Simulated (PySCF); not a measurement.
C3H10O2SSi.
Structure used (GFN2-xTB), in Å, numbered top down from 1:
```
atom  x, y, z in Å
C1    -0.444    2.383    0.439
O2    -0.431    1.307   -0.461
Si3    0.274   -0.138   -0.368
O4     1.786    0.038    0.166
C5     2.704   -0.951    0.541
S6    -0.740   -1.491    0.964
C7    -2.447   -1.264    0.374
H8     0.571    2.644    0.739
H9    -1.025    2.134    1.330
H10   -0.905    3.230   -0.069
H11    0.128   -0.589   -1.738
H12    2.226   -1.706    1.168
H13    3.118   -1.434   -0.346
H14    3.505   -0.466    1.098
H15   -2.715   -0.214    0.430
H16   -3.087   -1.852    1.022
H17   -2.524   -1.617   -0.649
```

The closed-shell SCF was solved with PySCF and density fitting under several settings on one GFN2-xTB geometry (grid level 2 and gas phase unless stated).

```csv
settings,basis functions,SCF cycles,E (Eh),HOMO (eV),LUMO (eV),dipole (D)
PBE0/pcSseg-1,183,14,-957.9288,-6.83,0.49,0.52
PBE0/def2-SVPD,237,14,-957.5942,-6.86,0.18,0.42
"KT2/aug-cc-pVDZ, fitting basis def2-universal-jkfit",259,12,-968.4386,-5.70,-0.88,0.44
BHandHLYP/IGLO-II,240,12,-958.4498,-7.80,1.41,0.51
```

Task: Estimate the rows for these settings: (1) B97-2/STO-3G; (2) PBE0/pcSseg-1, energy threshold 1e-11 Eh; (3) CAM-B3LYP/def2-SVPD, fitting basis def2-qzvpp-jkfit.

Result: 
```csv
settings,basis functions,SCF cycles,E (Eh),HOMO (eV),LUMO (eV),dipole (D)
B97-2/STO-3G,53,11,-947.2956,-2.96,6.01,0.33
"PBE0/pcSseg-1, energy threshold 1e-11 Eh",183,12,-957.9288,-6.83,0.49,0.52
"CAM-B3LYP/def2-SVPD, fitting basis def2-qzvpp-jkfit",237,10,-958.0572,-8.17,1.03,0.41
```

Task: Over all rows, what range does the HOMO–LUMO gap span?

Result: From 4.82 eV (KT2/aug-cc-pVDZ, fitting basis def2-universal-jkfit) to 9.21 eV (BHandHLYP/IGLO-II). The functional of the narrowest has no exact exchange, that of the widest 50 % exact exchange.

Task: Compare two rows with the functional PBE0: PBE0/pcSseg-1 and PBE0/def2-SVPD. Which energy is lower, and by how much?

Result: PBE0/pcSseg-1 (183 functions) lies 0.3346 Eh or 210 kcal/mol below PBE0/def2-SVPD (237 functions). The smaller set gives the lower energy; the two sets aren't nested, so the variational bound doesn't order them by size.

Cycle counts include a coarse-grid stage where the run had one. KT2 was designed for NMR shieldings or shifts; total energies of different functionals aren't comparable.

One conformer stands for the species.
